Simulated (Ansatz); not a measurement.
`[SiH3][SiH2][GeH2][SiH3]` + H₂O → `[OH][GeH2][SiH3]` + `[SiH3][SiH3]`  (formal hydrolysis of a Ge–Si bond)

Computed with Ansatz on PBE0-D4/def2-TZVP structures; ΔE is electronic, products minus reactants. CCSD(T)/CBS adds triple-zeta CCSD(T) − MP2 to the extrapolated MP2 energy (def2 sets, frozen cores). This one scheme is used for every species. DFT in def2-TZVPP. For Ge outer-core shells are correlated without core-valence functions, which leaves a few kJ/mol of doubt a bond. Scalar relativity is left out up to krypton. Each species was taken in one conformer, which may not be the lowest.

```json
{"species": "`[SiH3][SiH2][GeH2][SiH3]`", "PBE energy (Eh)": "-2950.72585"}
{"species": "H₂O", "PBE energy (Eh)": "-76.38007"}
{"species": "`[OH][GeH2][SiH3]`", "PBE energy (Eh)": "-2444.82537"}
{"species": "`[SiH3][SiH3]`", "PBE energy (Eh)": "-582.27381"}
```

Work out ΔE.

ΔE = (-2444.82537) + (-582.27381) − (-2950.72585) − (-76.38007) = 0.00674 Eh = +4.2 kcal/mol. CCSD(T)/CBS gives +4.9 kcal/mol.

Largest T1 diagnostic among the species: 0.013.

In def2-TZVPP, CCSD(T) changes the Hartree–Fock value by +6.9 kcal/mol (the triples alone add +0.7 kcal/mol) and MP2 by +7.3 kcal/mol. Leaving LDA and LC-ωPBE aside and taking each functional with its dispersion term where it has one, the values, not all of them listed here, spread over 5.4 kcal/mol, from B2PLYP to HSE06-D4. LDA lies +1.7 kcal/mol from PBE without D4. At CCSD(T), def2-SVP lies −3.2 kcal/mol from the extrapolated value and def2-TZVPP −1.6 kcal/mol.
